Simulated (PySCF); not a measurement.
**Ionisation energy of B⁺ by level of theory**

B⁺ [He] 2s2 (1S) → B²⁺ [He] 2s1 (2S), as a difference of total energies. Computed with PySCF 2.14 in def2-TZVPPD, with no relativity, point nucleus. Correlated levels: valence: 1s2 frozen; valence and next inner shell: nothing frozen. The calculations carry no spin-orbit coupling.

**Question.** Order these methods by the ionisation energy they give, lowest first.
A. LDA
B. r2SCAN0
C. LC-wPBE
D. SCS-MP2 (valence)

**Answer.** B (24.311 eV), A (24.544 eV), D (24.600 eV), C (24.675 eV).

Errors of the correlated levels include the incompleteness of this basis and the frozen core.

MP2 underrates the near-degeneracy of ns² with np² in the lower species.

For comparison: 25.155 eV (measured; NIST Atomic Spectra Database, ionization energies).
